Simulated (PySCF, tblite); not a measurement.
Isomers of C6H9FN2Si, one GFN2-xTB conformer each. Single-point energies are computed at PBE0/pcSseg-1 (PySCF, gas phase, no added dispersion term), electronic only.

**Question.** Rank them by PBE0/pcSseg-1 energy, lowest first (kJ/mol).
A. `[CH2:1]=[CH:2][CH2:3][n:4]1[n:5][c:6]([F:7])[cH:8][c:9]1[SiH3:10]` with C1–C2–C3–N4 125°, C2–C3–N4–N5 104°
B. `[F:1][c:2]1[cH:3][c:4]([SiH3:5])[n:6]([CH:7]2[CH2:8][CH2:9]2)[n:10]1` with C4–N6–C7–C8 141°

**Answer.** A (0.0), B (6.2).

As drawn, the lower has a C=C bond outside aromatic rings, which the higher lacks; the higher has a three-membered ring, which the lower lacks. Neighbours under 10 kJ/mol apart (C=CCn1nc(F)cc1[SiH3] and Fc1cc([SiH3])n(C2CC2)n1) can change places with a better method, another conformer or zero-point energy. GFN2-xTB itself gives, in the same order: 28.0, 0.0. GFN2-xTB puts Fc1cc([SiH3])n(C2CC2)n1 lowest instead.

**Question.** Which frontier levels, dipoles and rotational constants go with these structures?

**Answer.** 
```json
{"SMILES": "C=CCn1nc(F)cc1[SiH3]", "HOMO (eV, PBE0/pcSseg-1)": "-7.19", "LUMO (eV)": "-0.33", "dipole (D)": "3.57", "A, B, C (MHz)": "1767, 803.9, 589.7"}
{"SMILES": "Fc1cc([SiH3])n(C2CC2)n1", "HOMO (eV, PBE0/pcSseg-1)": "-6.89", "LUMO (eV)": "-0.33", "dipole (D)": "3.33", "A, B, C (MHz)": "1215, 1104, 610.0"}
```

**Question.** What happens when harmonic zero-point energies from GFN2-xTB frequencies are added?

**Answer.** 
```
                 SMILES  ZPE (kJ/mol)  electronic (kJ/mol)  with ZPE (kJ/mol)
   C=CCn1nc(F)cc1[SiH3]         354.5                  0.0                0.0
Fc1cc([SiH3])n(C2CC2)n1         358.6                  6.2               10.3
```

The zero-point energies span 4.1 kJ/mol. The order is unchanged.

**Question.** As an exercise, what shares would exp(−E/RT) give at 2000 K from these electronic energies alone (no entropy, no degeneracies)?

**Answer.** RT = 16.629 kJ/mol: C=CCn1nc(F)cc1[SiH3] 59.3 %, Fc1cc([SiH3])n(C2CC2)n1 40.7 %.
